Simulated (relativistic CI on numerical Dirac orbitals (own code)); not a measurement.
## Tc VII: sensitivity of the levels to the model

Base calculation: Dirac-Coulomb-Breit CI, separate exchange-only KLI orbitals for each configuration, a model potential for QED, unscaled Slater integrals.

CI space (outside the closed core [Ar] 3d10): 4s²4p⁶4d, 4s²4p⁶5s, 4s²4p⁶4f, 4s²4p⁵4d², 4s²4p⁶5p, 4s²4p⁶5d, 4s4p⁶4d², 4s²4p⁶6s, 4s²4p⁵4d4f, 4s²4p⁶6p, 4s²4p⁶5f, 4s²4p⁶6d, 4s²4p⁶5g, 4s²4p⁶7s, 4s²4p⁶7p, 4s²4p⁵4d5s, 4s²4p⁶6f, 4s²4p⁶8s, 4s4p⁶4d4f, 4s²4p⁵4d5p, 4s²4p⁵4d5d, 4s²4p⁵4d6s, 4s²4p⁵4d6p, 4s²4p⁵4d5f, 4p⁶4d³, 4p⁵4d⁴. Double excitations out of closed p, d and f shells are left out; levels of such configurations are missing from the list, as are those of other unlisted configurations, and high levels can miss mixing partners. These lack a partner that the ground configuration has and come out too high: 4s²4p⁵4d4f, 4s²4p⁵4d5s, 4s²4p⁵4d5p, 4s²4p⁵4d5d, 4s²4p⁵4d6s.

Variants: (1) QED terms removed. Shifts of the energy above 4s²4p⁶4d ²D3/2, in cm⁻¹, for the lowest level and the first level of each name with at least 55 % of one term (blank where a level changes its place among those of its configuration and J or its character, or is not in the variant):

```csv
Level,Base,Δ(1)
4s²4p⁶4d ²D3/2,0,0
4s²4p⁶4d ²D5/2,3288,-11
4s²4p⁶5s ²S1/2,170978,-214
4s²4p⁶5p ²P°1/2,243667,-49
4s²4p⁶5p ²P°3/2,249954,-61
4s²4p⁶4f ²F°5/2,316807,-27
4s²4p⁵4d² ⁴D°1/2,317432,+24
4s²4p⁶4f ²F°7/2,317616,-30
4s²4p⁵4d² ⁴D°3/2,318616,+21
4s²4p⁵4d² ⁴D°5/2,320637,+16
4s²4p⁵4d² ⁴D°7/2,324014,+9
4s²4p⁵4d² ⁴G°11/2,332179,+15
4s²4p⁵4d² ⁴G°9/2,333359,+20
4s²4p⁵4d² ⁴P°5/2,335414,+18
```

At this charge configurations can still be misplaced by up to about 7 % of their energy.

Ionisation energy from the two ground configurations alone: base 87.91 eV. The NIST ASD value (theoretical) is 88 eV.

LS names give the leading component of a level, which can be under half, so a name can repeat, a term be missing and a line seem to break the LS rules.
